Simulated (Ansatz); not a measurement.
```yaml
crystal:
  periodic: [false, false, false]
  atoms:
    - {symbol: Si, position_ang: [-1.108510, 0.976282, -0.911252]}
    - {symbol: Sn, position_ang: [0.818291, -0.577939, 0.051631]}
    - {symbol: S, position_ang: [0.205172, -0.887616, 2.318861]}
    - {symbol: H, position_ang: [-2.390263, 0.393236, -0.792729]}
    - {symbol: H, position_ang: [-0.751540, 1.244365, -2.335507]}
    - {symbol: H, position_ang: [-1.052441, 2.326010, -0.212802]}
    - {symbol: H, position_ang: [2.312993, 0.232703, -0.043191]}
    - {symbol: H, position_ang: [0.858328, -2.056680, -0.738377]}
    - {symbol: H, position_ang: [1.180907, -1.682694, 2.629774]}
basis:
  gaussian: {orbitals: def2-TZVPPP}
magnetization: {spin_polarized: true, initial_magnetization: 0}
hamiltonian: {xc: {name: r2SCAN0}, dispersion: d3bj}
output: {forces: true}
```

```sh
$ ansatz run in.yaml --threads 2 --pin off --events-out ev --progress --plain --max-ram 4352MiB
```

How does Ansatz answer? (Best estimate.)

The calculation gave: The input was rejected before any iteration.
```
Error: <dir> can't be read: No such file or directory (os error 2)
```
